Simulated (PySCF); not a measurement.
C₃H₅BO₃, SMILES B(O)(O)C1=COC1. Atoms are numbered in the order given.

```xyz
12

O      2.0117    -0.5270    -0.9641
B      1.2001     0.3198    -0.2678
O      1.7688     1.5012     0.1057
C     -0.2687    -0.0408     0.0738
C     -1.3153     0.5092     0.7348
O     -2.2473    -0.4626     0.5719
C     -1.2291    -1.1894    -0.1694
H      1.5766    -1.3480    -1.2033
H      1.1636     2.0704     0.5856
H     -1.5584     1.4197     1.2923
H     -1.0079    -2.1473     0.3275
H     -1.5613    -1.3600    -1.2056
```
Charge 0, spin multiplicity 1.

Geometry: PBE0-D3(BJ)/def2-SVP. This is a generated structure with no PubChem entry under its InChIKey; it may be hypothetical. Other conformers were not sampled.

Computed with PBE0/def2-TZVP (PySCF).

Isolated molecule, no solvent.

```json
{
  "total_energy": "-367.63587 hartree",
  "highest_occupied_level": "-7.02 eV",
  "lowest_empty_level": "-0.62 eV",
  "orbital_gap": "6.40 eV",
  "dipole_moment": "0.457 e·Å",
  "quadrupole, principal values (traceless, Buckingham form, about the centre of nuclear charge)": "-19.14, 0.90, 18.23 D·Å",
  "mean_static_polarisability": "56.7 bohr³ (8.40 Å³)",
  "polarisability_principal_values": "39.6, 61.9, 68.5 bohr³"
}
```
